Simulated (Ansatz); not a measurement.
[YbCl6]3- (YbCl6³⁻). Total charge -3; doublet. Geometry PBE-D4/def2-SVP; atoms count from 1.

```xyz
7

Yb    0.0000    0.0000   -0.0002
Cl   -1.5158    0.7225    2.1241
Cl    1.5152   -0.7237   -2.1243
Cl    0.1664    2.5732   -0.8263
Cl   -0.1657   -2.5729    0.8268
Cl   -2.2665   -0.2645   -1.4578
Cl    2.2664    0.2654    1.4578
```

In the def2 sets Yb takes a core potential; there is no spin–orbit coupling. With an open 4f shell the SCF may have ended on a state above the lowest. A multiply charged anion in the gas phase is held together partly by the finite basis. The highest occupied level of the charge -3 doublet lies above zero (up to 3.38 eV). It is a level of β spin, whose loss leaves a triplet; that state wasn't run at this geometry and level. The electron is either unbound and held by the finite basis, or the level is raised by self-interaction error. No other spin state of charge -3 was run.

**Question.** Estimate the Mulliken populations from the PBE0/def2-TZVP orbitals of Ansatz.

**Answer.** 
```tsv
atom	charge (e)	spin (α − β)	d electrons
Yb1	1.40	0.99	10.73
Cl2	-0.73	0.00	–
Cl3	-0.73	0.00	–
Cl4	-0.73	0.00	–
Cl5	-0.73	0.00	–
Cl6	-0.73	0.00	–
Cl7	-0.73	0.00	–
```
Mulliken values and Mayer orders depend strongly on the basis.

**Question.** Where does the spin sit?

**Answer.** Summed by element: Yb 0.99, Cl 0.01, of 1 unpaired in all. Largest on single atoms: Yb1 0.99, Cl2 0.00, Cl5 0.00.

**Question.** And the Mayer bond orders between bonded heavy atoms (over 0.3)?

**Answer.** Yb1–Cl2 0.50 (2.71 Å); Yb1–Cl3 0.50 (2.71 Å); Yb1–Cl4 0.50 (2.71 Å); Yb1–Cl5 0.50 (2.71 Å); Yb1–Cl6 0.50 (2.71 Å); Yb1–Cl7 0.50 (2.71 Å).
